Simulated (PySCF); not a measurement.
Cl₃HHfS, SMILES [SH][Hf]([Cl])([Cl])[Cl], multiplicity 1. Atoms are numbered in the order given.

```xyz
6

Hf    -0.0405    -0.0029     0.0000
Cl    -0.4505     1.3023    -1.9067
Cl    -0.4505     1.3023     1.9067
Cl    -1.2499    -2.0050     0.0000
S      2.2976    -0.6630     0.0000
H      2.7189     0.6285     0.0000
```

Coordinates come from a B3LYP-D3(BJ)/def2-SVP optimisation. The multiplicity is an assumed one; other spin states were not compared. The def2 effective core potentials stand for the cores of Hf; spin–orbit coupling is left out. One conformer was computed; it need not be the lowest.

These are PBE0/def2-TZVP (PySCF) values and carry that method's errors.

Gas-phase values at a fixed geometry.

Computed frontier levels, gap, dipole moment and polarisability:
```yaml
highest_occupied_level: -8.26 eV
lowest_empty_level: -2.44 eV
orbital_gap: 5.82 eV
dipole_moment: 0.138 e·Å
quadrupole, principal values (traceless, Buckingham form, about the centre of nuclear charge): -3.20, -2.69, 5.89 D·Å
mean_static_polarisability: 95.3 bohr³ (14.13 Å³)
polarisability_principal_values: 91.2, 94.3, 100.4 bohr³
```
